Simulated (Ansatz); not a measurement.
`C=N[SiH](C)F` + `N[SiH2]F` → `C[SiH](F)N[SiH2]F` + `C=N`  (ligand exchange at the Si–N bond)

Program: Ansatz. Geometries: PBE0-D4/def2-TZVP. ΔE: electronic, gas phase. CBS: MP2 limit from def2 TZ/QZ plus the TZ coupled-cluster correction, frozen cores. This one scheme is used for every species. DFT in def2-TZVPP. B3LYP here is the variant with VWN-RPA as its local correlation; programs differ in this. Each species was taken in one conformer, which may not be the lowest.

| level | ΔE (kJ/mol) | difference from CCSD(T)/CBS |
| --- | --- | --- |
| revPBE-D4 | -18.6 | 5.4 |
| BLYP-D4 | -17.2 | 6.8 |
| r2SCAN-D4 | -19.0 | 5.0 |
| B3LYP-D4 | -18.7 | 5.3 |
| r2SCANh-D4 | -19.5 | 4.5 |
| CAM-B3LYP-D4 | -18.8 | 5.2 |
| ωB97M-V | -21.2 | 2.8 |
| PBE | -16.0 | 8.0 |
| PBE0 | -18.1 | 5.9 |
| B3LYP | -15.5 | 8.5 |
| BHLYP | -17.4 | 6.6 |
| CCSD/def2-SVP | -28.6 | -4.6 |
| MP2/def2-QZVPP | -21.7 | 2.3 |
| SCS-MP2/def2-QZVPP | -22.2 | 1.8 |
| MP2/CBS(def2) | -21.0 | 3.0 |
| CCSD/CBS(def2) | -23.6 | 0.4 |
| CCSD(T)/CBS | -24.0 | 0 |

Largest T1 diagnostic among the species: 0.012.

In def2-TZVPP, CCSD(T) changes the Hartree–Fock value by −6.6 kJ/mol (the triples alone add −0.3 kJ/mol) and MP2 by −3.6 kJ/mol. From BLYP to BHLYP (50 % exact exchange), in def2-TZVPP and without D4, ΔE moves by −3.7 kJ/mol.

CCSD(T)/CBS has its own doubt, a few kJ/mol and more with outer-core shells, so smaller differences from it don't rank the levels.
